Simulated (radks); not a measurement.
Values are calculated unless marked as measured or tabulated.
Effect of the nuclear size on the terbium ion Tb+, [Xe] 4f9 6s1. Code: a radial shooting solver on a logarithmic mesh with Libxc functionals. Model: Dirac Kohn-Sham, exchange-only LDA, spin-unpolarised, spherical densities, finite nucleus; open shells are shared between the two j in proportion to 2j + 1; Fermi nuclear charge, rms radius 5.06 fm. The rms radius is varied about that value; shifts are against it.

| rms radius (fm) | total energy shift (eV) | density at nucleus (e/bohr^3) | 1s1/2 shift (meV) | 2s1/2 shift (meV) | 5s1/2 shift (meV) | 5p1/2 shift (meV) | 6s1/2 shift (meV) | 4f7/2 shift (meV) | 6p1/2 (empty) shift (meV) |
|---|---|---|---|---|---|---|---|---|---|
| 4.048 | -8.15 | 7.253e+05 | -3360 | -436 | -3.43 | 0.236 | -0.286 | 0.490 | 0.079 |
| 4.6805 | -3.21 | 6.981e+05 | -1320 | -172 | -1.35 | 0.093 | -0.113 | 0.193 | 0.031 |
| 5.06 | 0 | 6.839e+05 | 0.000 | 0.000 | 0.000 | 0.000 | 0.000 | 0.000 | 0.000 |
| 5.399 | 3.03 | 6.723e+05 | 1250 | 162 | 1.27 | -0.088 | 0.106 | -0.182 | -0.029 |
| 5.9657 | 8.41 | 6.549e+05 | 3460 | 450 | 3.54 | -0.243 | 0.295 | -0.506 | -0.081 |

Slopes of the eigenvalues against <r^2> in GHz/fm^2, as finite differences over the two radii next to the reference (eigenvalue slopes, not the field-shift constants of lines): 1s1/2 85800, 2s1/2 11100, 5s1/2 87.7, 5p1/2 -6.03, 6s1/2 7.32, 4f7/2 -12.5, 6p1/2 (empty) -2.01.
